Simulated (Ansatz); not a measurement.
C2H10OSi2 (SMILES C[SiH2]O[SiH2]C): the electronic atomisation energy, rung by rung

C2H10OSi2: 15 atoms, total charge 0, spin state singlet. As SMILES, `C[SiH2]O[SiH2]C`. The coordinates come from a PBE0-D4/def2-TZVP relaxation. This is one conformer, not always the lowest.

Quantity: the electronic atomisation energy, in eV. The values are calculated. Electronic energies at fixed atoms, without zero-point motion or spin-orbit coupling.

```json
{"level": "SVWN5/6-31G* (spherical functions)", "kind": "LDA", "program": "Ansatz", "value (eV)": "62.73"}
{"level": "BLYP/6-31G* (spherical functions)", "kind": "GGA", "program": "Ansatz", "value (eV)": "55.07"}
{"level": "revPBE/6-31G* (spherical functions)", "kind": "GGA", "program": "Ansatz", "value (eV)": "54.40"}
{"level": "r2SCAN/6-31G* (spherical functions)", "kind": "meta-GGA", "program": "Ansatz", "value (eV)": "55.99"}
{"level": "B3LYP/6-31G* (spherical functions)", "kind": "global hybrid", "program": "Ansatz", "value (eV)": "55.63"}
{"level": "PBE0/6-31G* (spherical functions)", "kind": "global hybrid", "program": "Ansatz", "value (eV)": "55.55"}
{"level": "MP2/6-31G* (spherical functions)", "kind": "perturbation theory", "program": "Ansatz", "value (eV)": "51.20"}
{"level": "CCSD/6-31G* (spherical functions)", "kind": "coupled cluster or CI", "program": "Ansatz", "value (eV)": "50.54"}
```

Correlated wave functions underbind in double-zeta sets. The values span 50.54 to 62.73 eV.
